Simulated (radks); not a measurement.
The nuclear charge of neutral cerium is varied continuously with 58 electrons held in [Xe] 4f1 5d1 6s2. All-electron calculation, scalar-relativistic Kohn-Sham, BLYP, spin-unpolarised, spherical densities, finite nucleus; Fermi nuclear charge, rms radius 4.8771 fm. Program: a radial shooting solver on a logarithmic mesh with Libxc functionals. By the Hellmann-Feynman theorem dE/dZ = E(electron-nucleus)/Z, the electronic potential at the nucleus (averaged over a nucleus of fixed radius). The scalar-relativistic energy here is not variational (the density holds large components alone), so the two differ by a part that grows with Z.

Z      E (hartree)  E(electron-nucleus)/Z (hartree)  HOMO  e(HOMO) (eV)  <r> HOMO (bohr)
57.75   -8768.1292                         -367.781    5d        -1.217            3.224
58      -8860.7833                         -370.037    5d        -2.871            2.963
58.25   -8954.0077                         -372.289    5d        -4.727            2.775
58.5    -9047.8020                         -374.541    6s        -6.542            3.959
58.75   -9142.1661                         -376.792    6s        -8.179            3.803
59      -9237.1003                         -379.044    6s        -9.913            3.664

The central difference of E at Z = 58 is -371.757 hartree, to compare with the third column; the second derivative is -9.12 hartree.
